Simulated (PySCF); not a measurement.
## Electronic structure of V⁺ (vanadium, charge +1) at the UHF level

Configuration: [Ar] 3d3 4s1, high-spin 5F determinant (an excited configuration). All numbers are calculated (PySCF 2.14, the non-relativistic Hamiltonian (point nucleus), in aug-cc-pVDZ).

```json
{
 "Total energy": "-942.680659 hartree",
 "One-electron energy": "-1288.0818 hartree",
 "Hartree (Coulomb) energy": "389.5204 hartree",
 "Exchange energy": "-44.1193 hartree",
 "Kinetic energy": "942.55600 hartree",
 "⟨S²⟩": "6.0022",
 "⟨L²⟩": "12.032",
 "Sum of ⟨r⟩": "17.55 bohr",
 "Sum of ⟨r²⟩": "28.16 bohr²",
 "Density at the nucleus (Gaussians lack the cusp)": "8120 bohr⁻³",
 "Spin density at the nucleus": "3.32 bohr⁻³",
 "Langevin diamagnetic susceptibility": "-22.3 ×10⁻⁶ cm³/mol"
}
```

```
shell  electrons  mean orbital energy (eV)  rms radius, mean of both spins (bohr)
 1s α          1                   -5491.0                                 0.0776
 1s β          1                   -5490.9                                 0.0776
 2s α          1                   -658.20                                  0.335
 2s β          1                   -656.38                                  0.335
 2p α          3                   -553.37                                  0.304
 2p β          3                   -551.64                                  0.304
 3s α          1                   -97.123                                   1.03
 3s β          1                   -91.033                                   1.03
 3p α          3                   -66.056                                   1.11
 3p β          3                   -58.866                                   1.11
 3d α          3                   -21.586                                   1.48
 4s α          1                   -13.616                                   3.36
```

Spin-orbit constants ζ (cm⁻¹) from the X2C one-electron operator on these orbitals (non-relativistic here): bare nucleus, nucleus screened by l(l+1)(2l+1)/3 electrons, and screened by the Breit-Pauli mean field of the electrons.

```json
{"shell": "2p", "bare": "39500", "screened nucleus": "36070", "mean field": "34470"}
{"shell": "3p", "bare": "4372", "screened nucleus": "3992", "mean field": "3785"}
{"shell": "3d", "bare": "361.5", "screened nucleus": "204.3", "mean field": "178.7"}
```

To first order the Landé constant is A = 44.67 cm⁻¹, so the lowest level has J = 1 and lies 0.0443 eV below the centre of the term. This holds in LS coupling only.
